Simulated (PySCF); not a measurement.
A small calculation by hand: oscillator strength and radiative lifetime

B(F)(Me)2 (C₂H₆BF), SMILES CB(C)F.

Geometry optimised at B3LYP-D3(BJ)/def2-SVP.

TDDFT-M06-2X/def2-SVPD run with PySCF puts the first singlet state with f over 0.02 at 8.11 eV (vertical), with the transition dipole (-0.491, -0.092, 0.000) in atomic units.

### Question
Find the oscillator strength, the wavelength and the radiative lifetime that this transition would have in vacuum if emission retraced absorption.

### Answer

|μ|² = 0.2495 au, so |μ| = 1.27 D. ΔE = 8.11/27.211 = 0.2980 hartree. f = (2/3) ΔE |μ|² = 0.050 (the program prints 0.050).
λ = 1239.84/8.11 = 153 nm; ν = 65412 cm⁻¹.
Einstein's coefficient A = 0.6670 ν² f s⁻¹ (ν in cm⁻¹) = 1.4e8 s⁻¹, so τ = 1/A = 7.1 ns. This state is S2; the lower singlet has f = 0.000. The figure is the radiative limit of this one transition; relaxation, internal conversion, crossing to triplets and a medium change what is measured.
